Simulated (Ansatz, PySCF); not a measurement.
H7N3Si, SMILES N[SiH](N)N. Atoms are numbered in the order given.

```xyz
11

Si    -0.0228     0.1486     0.2930
N     -1.1324     1.0472    -0.6847
N      1.6207    -0.1357    -0.1682
N     -0.7125    -1.4297     0.3547
H      0.1019     0.9804     1.5332
H     -1.1304     2.0596    -0.6480
H     -1.3933     0.7138    -1.6061
H      2.3213     0.5766    -0.0006
H      1.8360    -0.6737    -1.0003
H     -1.7104    -1.5350     0.4913
H     -0.1903    -2.1881     0.7764
```

Geometry optimised at PBE0-D3(BJ)/def2-SVP. Other conformers were not sampled.

Two levels are set side by side: PBE-D3(BJ)/def2-SVP (Ansatz, an electronic-structure program) and PBE0-D3(BJ)/def2-SVP (Ansatz). Each level has its own optimised geometry; the coordinates shown are those of the second. Frequencies come from the Hessian of PySCF at each geometry. Differences are taken from unrounded values.

| quantity | PBE0-D3(BJ) | PBE-D3(BJ) | PBE-D3(BJ) minus PBE0-D3(BJ) |
|---|---|---|---|
| mean bond length (Å) | 1.276 | 1.288 | 0.011 |
| bond Si1–N2 (Å) | 1.731 | 1.746 | 0.016 |
| bond Si1–N3 (Å) | 1.731 | 1.746 | 0.016 |
| bond Si1–N4 (Å) | 1.724 | 1.738 | 0.014 |
| bond Si1–H5 (Å) | 1.498 | 1.510 | 0.011 |
| bond N2–H6 (Å) | 1.013 | 1.023 | 0.010 |
| bond N2–H7 (Å) | 1.014 | 1.024 | 0.010 |
| bond N3–H8 (Å) | 1.013 | 1.023 | 0.010 |
| bond N3–H9 (Å) | 1.014 | 1.024 | 0.010 |
| bond N4–H10 (Å) | 1.013 | 1.022 | 0.009 |
| bond N4–H11 (Å) | 1.013 | 1.022 | 0.009 |
| highest harmonic wavenumber (cm⁻¹) | 3728 | 3602 | -127 |
| mean harmonic wavenumber (cm⁻¹) | 1428 | 1383 | -45 |
| zero-point energy (kcal/mol) | 55.11 | 53.37 | -1.74 |

GGA bonds tend to be longer and softer than those of functionals with exact exchange. Differences between two approximate levels are no errors against the true value.
